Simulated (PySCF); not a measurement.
**RbPb at PBE0**

Computed with PBE0; Rb def2-SVP with ECP28, Pb def2-SVP with ECP60; scalar-relativistic core potentials (PySCF 2.14).

| Property | Result |
| --- | --- |
| state | ⁴Σ⁻ (quartet), unpaired electrons σ ↑, π ↑↑ |
| bond length | 3.489 Å |
| harmonic wavenumber | 86.7 cm⁻¹ |
| force constant | 0.267 mdyn/Å |
| rotational constant Be | 0.02296 cm⁻¹ |
| anharmonicity ωexe | 0.218 cm⁻¹ |
| vibration–rotation constant αe | 8.13e-05 cm⁻¹ |
| well depth De to Rb + Pb | 1.17 eV |
| dissociation energy D0 | 1.17 eV |
| bond order (Mayer) | 0.80 |
| dipole moment (positive dipole means Rb(−)Pb(+)) | -10.01 D |

These are scalar-relativistic numbers at best; spin–orbit coupling would shift them, the dissociation energy most. The state was picked by a PBE0 search and need not be the measured ground state.
